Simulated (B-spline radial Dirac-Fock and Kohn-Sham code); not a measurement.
**Atomic selenium: differential elastic cross section for electrons at 200 eV**

Calculated with a radial finite-basis atomic code, using relativistic (Dirac) partial waves in the static field of the Dirac-Fock atom with Furness-McCarthy exchange, without polarisation or absorption potentials. Below a few hundred eV the neglected polarisation potential matters, most of all at small angles.

| θ (°) | dσ/dΩ (a₀²/sr) | Sherman function |
| --- | --- | --- |
| 0 | 52.8 | 0.000 |
| 1 | 52.5 | 0.000 |
| 2 | 51.5 | 0.000 |
| 3 | 49.9 | 0.000 |
| 5 | 45.1 | 0.000 |
| 7 | 38.9 | 0.000 |
| 10 | 28.7 | -0.001 |
| 15 | 14.4 | -0.001 |
| 20 | 6.19 | -0.003 |
| 25 | 2.59 | -0.006 |
| 30 | 1.37 | -0.006 |
| 40 | 1.07 | 0.007 |
| 50 | 0.936 | 0.018 |
| 60 | 0.519 | 0.029 |
| 70 | 0.114 | 0.058 |
| 80 | 0.0153 | -0.193 |
| 90 | 0.236 | -0.037 |
| 100 | 0.534 | -0.018 |
| 110 | 0.636 | -0.011 |
| 120 | 0.461 | -0.009 |
| 130 | 0.182 | -0.019 |
| 140 | 0.0888 | -0.056 |
| 150 | 0.367 | -0.019 |
| 160 | 0.942 | -0.008 |
| 170 | 1.52 | -0.003 |
| 180 | 1.75 | 0.000 |

The total elastic cross section is 14.6 a₀², the first transport cross section 5.64 a₀² and the second, weighted with (3/2) sin²θ, 5.73 a₀². The mean deflection is ⟨1 − cos θ⟩ = 0.385, and 20 % of the collisions scatter beyond 90°.

On this grid of angles the cross section has minima near 80°, 140°, from interference among the few low partial waves with large phase shifts.
